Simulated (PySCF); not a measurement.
**Radial density of Fe⁺ (iron, charge +1)**

BP86, [Ar] 3d6 4s1, high-spin 6D determinant. All numbers are calculated (PySCF 2.14, the spin-free X2C one-electron Hamiltonian (Gaussian nucleus), in x2c-SVPall).

```json
{"r (bohr)": "0.000935", "4πr²ρ (e/bohr)": "0.1663", "4πr²(ρα − ρβ)": "0.0001"}
{"r (bohr)": "0.00157", "4πr²ρ (e/bohr)": "0.4532", "4πr²(ρα − ρβ)": "0.0002"}
{"r (bohr)": "0.00265", "4πr²ρ (e/bohr)": "1.172", "4πr²(ρα − ρβ)": "0.0006"}
{"r (bohr)": "0.00445", "4πr²ρ (e/bohr)": "2.816", "4πr²(ρα − ρβ)": "0.0014"}
{"r (bohr)": "0.00749", "4πr²ρ (e/bohr)": "6.466", "4πr²(ρα − ρβ)": "0.0032"}
{"r (bohr)": "0.0126", "4πr²ρ (e/bohr)": "13.42", "4πr²(ρα − ρβ)": "0.0063"}
{"r (bohr)": "0.0212", "4πr²ρ (e/bohr)": "23.53", "4πr²(ρα − ρβ)": "0.0099"}
{"r (bohr)": "0.0356", "4πr²ρ (e/bohr)": "31.06", "4πr²(ρα − ρβ)": "0.0099"}
{"r (bohr)": "0.0599", "4πr²ρ (e/bohr)": "28.01", "4πr²(ρα − ρβ)": "0.0037"}
{"r (bohr)": "0.101", "4πr²ρ (e/bohr)": "24.83", "4πr²(ρα − ρβ)": "0.0234"}
{"r (bohr)": "0.170", "4πr²ρ (e/bohr)": "34.51", "4πr²(ρα − ρβ)": "0.2056"}
{"r (bohr)": "0.285", "4πr²ρ (e/bohr)": "24.09", "4πr²(ρα − ρβ)": "0.9262"}
{"r (bohr)": "0.480", "4πr²ρ (e/bohr)": "13.09", "4πr²(ρα − ρβ)": "2.7850"}
{"r (bohr)": "0.807", "4πr²ρ (e/bohr)": "15.84", "4πr²(ρα − ρβ)": "3.5699"}
{"r (bohr)": "1.36", "4πr²ρ (e/bohr)": "5.276", "4πr²(ρα − ρβ)": "1.9249"}
{"r (bohr)": "2.28", "4πr²ρ (e/bohr)": "1.046", "4πr²(ρα − ρβ)": "0.7675"}
{"r (bohr)": "3.84", "4πr²ρ (e/bohr)": "0.2194", "4πr²(ρα − ρβ)": "0.2056"}
{"r (bohr)": "6.46", "4πr²ρ (e/bohr)": "0.001582", "4πr²(ρα − ρβ)": "0.0013"}
```

Densities and radii are taken from the X2C orbitals without a picture-change correction, which distorts them close to the nucleus.
